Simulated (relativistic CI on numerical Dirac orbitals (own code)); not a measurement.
Radial parameters of Cu XXV

Computed by Dirac-Coulomb-Breit CI, orbitals from a KLI potential per configuration, model QED (radiative potential, 1s self-energy scaled to tabulated hydrogen-like ionisation energies), unscaled Slater integrals (own radial code, finite nucleus).

Slater integrals F^k, G^k are unscaled and averaged over j, outside the closed core 1s2; ζ comes from projecting the Hamiltonian with its Breit term on Σ l·s of the shell.

- 2s²2p: ζ(2p) = 130010 cm⁻¹; <r>(2p) = 0.1864, <r^2>(2p) = 0.04195 (bohr units).
- 2s2p²: F^2(2p,2p) = 512010, G^1(2s,2p) = 543820, ζ(2p) = 128860 cm⁻¹; <r>(2s) = 0.2174, <r^2>(2s) = 0.05534, <r>(2p) = 0.1867, <r^2>(2p) = 0.04209 (bohr units).
- 2p³: F^2(2p,2p) = 510360, ζ(2p) = 127760 cm⁻¹; <r>(2p) = 0.1873, <r^2>(2p) = 0.04236 (bohr units).

Averages of the first 10 configurations, taken without configuration mixing, which lowers the lowest level and can move excited configurations by several eV; other configurations of the list can lie among them:

```json
{"Configuration": "2s²2p", "Parity": "odd", "States": "6", "Average energy above the lowest level (eV)": "21.0"}
{"Configuration": "2s2p²", "Parity": "even", "States": "30", "Average energy above the lowest level (eV)": "108.0"}
{"Configuration": "2p³", "Parity": "odd", "States": "20", "Average energy above the lowest level (eV)": "217.1"}
{"Configuration": "2p²3s", "Parity": "even", "States": "30", "Average energy above the lowest level (eV)": "1466.1"}
{"Configuration": "2p²3p", "Parity": "odd", "States": "90", "Average energy above the lowest level (eV)": "1493.6"}
{"Configuration": "2p²3d", "Parity": "even", "States": "150", "Average energy above the lowest level (eV)": "1518.2"}
{"Configuration": "2s²3s", "Parity": "even", "States": "2", "Average energy above the lowest level (eV)": "1300.0"}
{"Configuration": "2s²3p", "Parity": "odd", "States": "6", "Average energy above the lowest level (eV)": "1330.7"}
{"Configuration": "2s²3d", "Parity": "even", "States": "10", "Average energy above the lowest level (eV)": "1355.5"}
{"Configuration": "2s2p3s", "Parity": "odd", "States": "24", "Average energy above the lowest level (eV)": "1371.9"}
```
